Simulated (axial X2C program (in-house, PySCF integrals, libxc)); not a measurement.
**Low determinants of N²⁺**

Computed with an in-house all-electron X2C program for linear molecules (integrals from PySCF), basis dyall-v3z (cores contracted in-house), spin-free (one-electron X2C) and two-component (2c, atomic mean-field Coulomb and Gaunt terms). Energies in eV from the lowest row of each column (rows without correlated energies are left out; n/a marks j-coupled starts, which PBE0 does not hold); electrons by l are Mulliken totals of the Hartree–Fock solution, and PBE0 can relax to another configuration under the same block occupation. Coupled cluster uses truncated natural virtuals with an MP2 remainder. Frozen shells in the correlated columns: 1 s.

The low spin-free determinants:

```
electrons by l  M_S, M_L    HF   MP2  PBE0
         s4 p1    1/2, 0  0.00  0.00  0.00
         s4 p1    1/2, 1  0.08  0.01  0.17
```

And the two-component ones:

| electrons by l | 2M_J | HF | MP2 | PBE0 |
| --- | --- | --- | --- | --- |
| s4 p1 | 1 | 0.00 | 0.00 | 0.00 |
| s4 p1 | 1 | 0.08 | 0.00 | 0.17 |
| s4 p1 | 3 | 0.09 | 0.02 | 0.18 |

Ground level as tabulated from the NIST Atomic Spectra Database (leading term): 2S+1 = 2, L = 1, J = 1/2.

Spin-free rows of one term, and 2c rows of one J level, should be degenerate; broken spherical symmetry, the missing current term of PBE0 and determinants that mix terms or J levels spread them. The search is wide but not exhaustive and can miss a configuration; gaps between s and d configurations can be off by some tenths of an eV with this basis and core.

The run took 2.6 s on 1 thread of Arm Neoverse V2 (shared host).
